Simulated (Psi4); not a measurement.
C2H4FGa, singlet, at a GFN2-xTB geometry (such geometries of metal compounds can be far from the true shape); PBE/def2-QZVPPD run with Psi4.

The Psi4 input:
```
memory 2 GB

molecule {
0 1
Ga   -0.30149355    0.25395007    0.32349259
H    -1.65911731   -0.01380876    1.04801940
F     0.36105635    1.82284346    0.71603540
C     0.72002557   -0.93321817   -0.94206917
C     0.27158516   -2.13335691   -1.27947924
H     1.65986755   -0.55770966   -1.34499174
H     0.80613985   -2.78539741   -1.95771990
H    -0.65976161   -2.52167703   -0.88860602
}

set {
  basis def2-qzvppd
}

energy('pbe')
print_variables()
```

Task: What does Psi4 print? Leave out banner, timings and long lists.

Result: 
```
   => Loading Basis Set <=

    Name: DEF2-QZVPPD
    Role: ORBITAL
    Keyword: BASIS

         ---------------------------------------------------------
                                   SCF
               by Justin Turney, Rob Parrish, Andy Simmonett
                          and Daniel G. A. Smith
                              RKS Reference
         ---------------------------------------------------------

  ==> Geometry <==

    Molecular point group: c1
    Full point group: C1

    Geometry (in Angstrom), charge = 0, multiplicity = 1:

       Center              X                  Y                   Z               Mass
    ------------   -----------------  -----------------  -----------------  -----------------
         GA          -0.285336344694     0.172787095511     0.271110619342    68.925573500000
         H           -1.642960104694    -0.094971734489     0.995637429342     1.007825032230
         F            0.377213555306     1.741680485511     0.663653429342    18.998403162730
         C            0.736182775306    -1.014381144489    -0.994451140658    12.000000000000
         C            0.287742365306    -2.214519884489    -1.331861210658    12.000000000000
         H            1.676024755306    -0.638872634489    -1.397373710658     1.007825032230
         H            0.822297055306    -2.866560384489    -2.010101870658     1.007825032230
         H           -0.643604404694    -2.602840004489    -0.940987990658     1.007825032230

  Running in c1 symmetry.

  Rotational constants: A =      0.61599  B =      0.08600  C =      0.07546 [cm^-1]
  Rotational constants: A =  18466.93291  B =   2578.07659  C =   2262.25450 [MHz]
  Nuclear repulsion =  243.929186971641286

  Charge       = 0
  Multiplicity = 1
  Electrons    = 56
  Nalpha       = 28
  Nbeta        = 28

  ==> Algorithm <==

  SCF Algorithm Type is DF.
  DIIS enabled.
  MOM disabled.
  Fractional occupation disabled.
  Guess Type is SAD.
  Energy threshold   = 1.00e-06
  Density threshold  = 1.00e-06
  Integral threshold = 1.00e-12

  ==> Primary Basis <==

  Basis Set: DEF2-QZVPPD
    Blend: DEF2-QZVPPD
    Number of shells: 131
    Number of basis functions: 419
    Number of Cartesian functions: 510
    Spherical Harmonics?: true
    Max angular momentum: 4

  ==> DFT Potential <==

   => LibXC <=

    Version 7.1.2
    S. Lehtola, C. Steigemann, M. J. T. Oliveira, and M. A. L. Marques,  SoftwareX 7, 1–5 (2018) (10.1016/j.softx.2017.11.002)

   => Composite Functional: PBE <=

    PBE GGA Exchange-Correlation Functional

    J.P. Perdew et. al., Phys. Rev. Lett., 77(18), 3865-3868, 1996

    Deriv               =              1
    GGA                 =           TRUE
    Meta                =          FALSE

    Exchange Hybrid     =          FALSE
    MP2 Hybrid          =          FALSE

   => Exchange Functionals <=

    1.0000     XC_GGA_X_PBE

   => Correlation Functionals <=

    1.0000     XC_GGA_C_PBE

   => LibXC Density Thresholds  <==

    XC_GGA_C_PBE:  1.00E-12
    XC_GGA_X_PBE:  1.00E-15

   => Molecular Quadrature <=

    Radial Scheme          =       TREUTLER
    Pruning Scheme         =           NONE
    Nuclear Scheme         =       TREUTLER

    Blocking Scheme        =         OCTREE
    BS radius alpha        =              1
    Pruning alpha          =              1
    Radial Points          =             75
    Spherical Points       =            302
    Total Points           =         174855
    Total Blocks           =           1366
    Max Points             =            256
    Max Functions          =            395
    Weights Tolerance      =       1.00E-15

   => Loading Basis Set <=

    Name: (DEF2-QZVPPD AUX)
    Role: JKFIT
    Keyword: DF_BASIS_SCF

  ==> Integral Setup <==

  SCF_SUBTYPE=INCORE selected. In-core MEM_DF algorithm will be used.
  Using in-core AOs.

  ==> MemDFJK: Density-Fitted J/K Matrices <==

    J tasked:                   Yes
    K tasked:                    No
    wK tasked:                   No
    Algorithm:                 Core
    Schwarz Cutoff:           1E-12
    Mask sparsity (%):       9.5613
    Fitting Condition:        1E-10

   => Auxiliary Basis Set <=

  Basis Set: (DEF2-QZVPPD AUX)
    Blend: DEF2-UNIVERSAL-JKFIT
    Number of shells: 159
    Number of basis functions: 565
    Number of Cartesian functions: 722
    Spherical Harmonics?: true
    Max angular momentum: 5

  Minimum eigenvalue in the overlap matrix is 4.4224041989E-07.
  Reciprocal condition number of the overlap matrix is 3.7302657246E-08.
    Using symmetric orthogonalization.

  ==> Pre-Iterations <==

  SCF Guess: Superposition of Atomic Densities via on-the-fly atomic UHF (no occupation information).

   -------------------------
    Irrep   Nso     Nmo
   -------------------------
     A        419     419
   -------------------------
    Total     419     419
   -------------------------

  ==> Iterations <==

                           Total Energy        Delta E     RMS |[F,P]|

   @DF-RKS iter SAD: -2099.43477533829673   -2.09943e+03   0.00000e+00
   @DF-RKS iter   1: -2100.27049748794570   -8.35722e-01   9.74484e-03 ADIIS/DIIS
   @DF-RKS iter   2: -2040.70655492986293    5.95639e+01   2.55343e-02 ADIIS/DIIS
   @DF-RKS iter   3: -2098.73324639072007   -5.80267e+01   6.41851e-03 ADIIS/DIIS
   @DF-RKS iter   4: -2098.31493548892922    4.18311e-01   6.36393e-03 ADIIS/DIIS
   @DF-RKS iter   5: -2102.11859809523321   -3.80366e+00   4.00413e-03 ADIIS/DIIS
   @DF-RKS iter   6: -2102.79801925765514   -6.79421e-01   1.19414e-03 ADIIS/DIIS
   @DF-RKS iter   7: -2102.85391312002866   -5.58939e-02   1.08604e-03 ADIIS/DIIS
   @DF-RKS iter   8: -2102.94484923394111   -9.09361e-02   4.18684e-04 ADIIS/DIIS
   @DF-RKS iter   9: -2102.95843101445416   -1.35818e-02   1.98309e-04 ADIIS/DIIS
   @DF-RKS iter  10: -2102.96108875777327   -2.65774e-03   2.97054e-05 DIIS
   @DF-RKS iter  11: -2102.96115068474728   -6.19270e-05   1.10935e-05 DIIS
   @DF-RKS iter  12: -2102.96115967953529   -8.99479e-06   2.88952e-06 DIIS
   @DF-RKS iter  13: -2102.96116030590156   -6.26366e-07   4.05344e-07 DIIS
  Energy and wave function converged.

  ==> Post-Iterations <==

   Electrons on quadrature grid:
      Ntotal   =   56.0000023294 ; deviation = 2.329e-06

    Orbital Energies [Eh]
    ---------------------

    Doubly Occupied:

[...]
      28A     -0.258159

    Virtual:

[...]
     419A   1126.159093

    Final Occupation by Irrep:
              A
    DOCC [    28 ]
    NA   [    28 ]
    NB   [    28 ]

  @DF-RKS Final Energy: -2102.96116030590156

   => Energetics <=

    Nuclear Repulsion Energy =            243.9291869716412862
    One-Electron Energy =               -3414.3678285322134798
    Two-Electron Energy =                1164.8056015609568021
    DFT Exchange-Correlation Energy =     -97.3281203062861664
    Empirical Dispersion Energy =           0.0000000000000000
    VV10 Nonlocal Energy =                  0.0000000000000000
    Total Energy =                      -2102.9611603059015579

Computation Completed

Properties will be evaluated at   0.000000,   0.000000,   0.000000 [a0]

Properties computed using the SCF density matrix

 Multipole Moments:

 ------------------------------------------------------------------------------------
     Multipole            Electronic (a.u.)      Nuclear  (a.u.)        Total (a.u.)
 ------------------------------------------------------------------------------------

 L = 1.  Multiply by 2.5417464519 to convert [e a0] to [Debye]
 Dipole X            :         -1.8433898            1.7098307           -0.1335591
 Dipole Y            :          7.6387831           -8.5890445           -0.9502614
 Dipole Z            :          5.1352650           -5.5433041           -0.4080390
 Magnitude           :                                                    1.0427515

 ------------------------------------------------------------------------------------

  Variable Map:
  ----------------------------------------------------------------------------
[...]
  Array Variable Map:
  ----------------------------------------------------------------------------
[...]
[...]
```
